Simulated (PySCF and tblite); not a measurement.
Values are calculated unless marked as measured or tabulated.
## Rotation: stationary points, barriers and rates

System: 4-ethoxypyridine, C₇H₉NO, numbered as in [CH3:1][CH2:2][O:3][c:4]1[cH:5][cH:6][n:7][cH:8][cH:9]1.

Motion: rotation about the C4–O3 bond (torsion C5–C4–O3–C2 from 4° to 176°, rising). Geometries: GFN2-xTB; energies: PBE0/pcSseg-1 + D3(BJ); zero-point and thermal terms from GFN2-xTB harmonic modes (soft modes blended into free rotors). Rates follow Eyring's equation with the number of equivalent paths and no tunnelling. Programs: tblite and PySCF.

```tsv
point	symmetry	E(GFN2) kcal/mol	E(DFT) kcal/mol	ZPE change kcal/mol	lowest mode cm⁻¹	dipole D
start	C1	0.0	0.0	0.00	65	3.45
saddle	C1	5.8	4.9	-0.36	55i	2.87
end	C1	0.0	0.0	0.01	65	3.45
```

```json
{
  "Electronic barrier": "4.9 kcal/mol",
  "Barrier with zero-point energy": "4.5 kcal/mol",
  "ΔH‡ (298 K)": "4.1 kcal/mol",
  "ΔS‡ (298 K, symmetry apart)": "-2.8 cal/(mol K)",
  "Paths": "2 equivalent paths",
  "End point": "the same structure with atoms interchanged, or its mirror image",
  "Mean lifetime of the start against this motion at 298 K": "330 ps",
  "Cost": "69 s on 1 thread of Arm Neoverse V1, shared host (rough), peak memory 0.88 GiB, launched as `OMP_NUM_THREADS=1 python ens_run.py task.json out`"
}
```

```
T/K  ΔG‡ kcal/mol     k s⁻¹
150           4.6   1.1×10⁶
200           4.7   5.8×10⁷
250           4.8   6.4×10⁸
298           4.9     3×10⁹
350           5.1    1×10¹⁰
400           5.2  2.4×10¹⁰
500           5.5  8.3×10¹⁰
```

ΔG and ΔG‡ leave out symmetry numbers and mirror images; rates count paths: 2 out.
